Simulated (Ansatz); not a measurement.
Name a neutral molecule of B, Se and H with LUMO energy (ωB97M-V/def2-TZVPP) between 0.70 and 1.00 eV and HOMO–LUMO gap (B3LYP/def2-TZVPP) between 5.40 and 5.70 eV (Ansatz, PBE0-D4/def2-TZVP geometry).

`[SeH]B([SeH])[SeH]` (0.83 eV, 5.63 eV). Other molecules can fit too; these were computed, each in one conformer that needn't be the lowest.

B3LYP here is the variant with VWN-RPA as its local correlation; programs differ in this.
